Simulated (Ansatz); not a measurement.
Stepwise reaction of `CO[SiH](N)N` with hydrogen, as a gas-phase model of exchange steps in deposition or etching. ΔE in kJ/mol.

Computed with Ansatz on PBE0-D4/def2-TZVP structures; ΔE is electronic, products minus reactants. CCSD(T)/CBS adds triple-zeta CCSD(T) − MP2 to the extrapolated MP2 energy (def2 sets, frozen cores). This one scheme is used for every species. DFT in def2-TZVPP. B3LYP here is the variant with VWN-RPA as its local correlation; programs differ in this. One conformer a species, not always the lowest.

| step | reaction | PBE-D4 | B3LYP-D4 | ωB97M-V | CCSD(T)/CBS |
| --- | --- | --- | --- | --- | --- |
| 1 | `CO[SiH](N)N` + H₂ → `CO[SiH2]N` + NH₃ | 47.6 | 51.1 | 52.3 | 51.6 |
| 2 | `CO[SiH2]N` + H₂ → `CO[SiH3]` + NH₃ | 45.6 | 47.4 | 49.3 | 48.1 |

Question: By hand: ΔE of the 2 steps together at CCSD(T)/CBS.

Answer: (51.6) + (48.1) = 99.7 kJ/mol, or 49.9 kJ/mol a step.

In ΔE the steps differ by no more than 3.5 kJ/mol. All are uphill at CCSD(T)/CBS. PBE-D4 differs from CCSD(T)/CBS by -4.0 to -2.5 kJ/mol a step. Isolated molecules leave out the surface, adducts and barriers. Largest T1 diagnostic: 0.011.
